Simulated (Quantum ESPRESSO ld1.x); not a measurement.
Values are calculated unless marked as measured or tabulated.
Problem. Os XXII, configuration [Kr] 4d10 4f9 (the NIST ground configuration). Code: ld1.x of Quantum ESPRESSO 7.5. Model: scalar-relativistic Kohn-Sham, relativistic LDA (MacDonald-Vosko exchange, VWN5 correlation), spin-unpolarised, spherical densities, point nucleus. Some entries of the table are withheld. Estimate them.

| orbital | occ. | eigenvalue (eV) | <r^2> (bohr^2) |
|---|---|---|---|
| 1s | 2 | -73943.3 | 0.0004370 |
| 2s | 2 | -13361.4 | 0.006689 |
| 2p | 6 | (1) | 0.005561 |
| 3s | 2 | -3544.05 | 0.04318 |
| 3p | 6 | -3062.64 | 0.04397 |
| 3d | 10 | -2523.41 | 0.03634 |
| 4s | 2 | -1168.09 | 0.2032 |
| 4p | 6 | -1005.73 | (2) |
| 4d | 10 | -804.436 | 0.2481 |
| 4f | 9 | -579.645 | 0.2580 |
| 5s | 0 | -538.147 | 0.7727 |
| 5p | 0 | -479.337 | (3) |

Solution. 
(1) 2p eigenvalue (eV): -11726.2
(2) 4p <r^2> (bohr^2): 0.2269
(3) 5p <r^2> (bohr^2): 0.8838
